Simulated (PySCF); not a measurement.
A structure optimised at PBE-D3(BJ)/def2-SVP, used in a PySCF frequency run:

```
Si
Cl 1 2.0675
Cl 1 2.0732 2 108.39
Cl 1 2.0738 2 109.48 3 -118.65
Si 1 2.3401 2 109.80 3 124.27
H 5 1.5099 1 111.49 2 177.08
Cl 5 2.0844 6 108.81 1 -120.46
```
Charge 0, spin multiplicity 2.

**Question.** Write its SMILES and formula.

**Answer.** Cl[SiH][Si](Cl)(Cl)Cl, Cl₄HSi₂

**Question.** What are its rotational constants (standard atomic weights)?

**Answer.** 1.2103, 0.63688, 0.62491 GHz
